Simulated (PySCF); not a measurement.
**How methods differ on the excitation energy of Hg²⁺**

Hg²⁺ [Xe] 4f14 5d10 (1S) → Hg²⁺ [Xe] 4f14 5d9 6p1 (high-spin determinant), as a difference of total energies. Computed with PySCF 2.14 in aug-cc-pwCVDZ-PP with ECP60MDF, with scalar relativity through the core potential. Correlated levels: valence: 5s2 5p6 frozen; valence and next inner shell: nothing frozen outside the core potential. The calculations carry no spin-orbit coupling.

```csv
method,excitation energy (eV)
UHF,14.061
LDA,14.340
PBE,14.190
PBE0,14.378
r2SCAN,14.278
BLYP,14.050
HSE06,14.340
r2SCANh,14.330
B2PLYP,14.495
MP2 (valence),14.944
SCS-MP2 (valence),14.963
MP2 (valence and next inner shell),14.611
SCS-MP2 (valence and next inner shell),14.612
```

Q: How much does correlation contribute at MP2 (valence and next inner shell)?

A: 14.611 − (14.061) = 0.550 eV, measured against UHF.

The determinant of the upper state mixes LS terms, which raises its energy above the lowest term, most at the Hartree-Fock and MP2 levels.
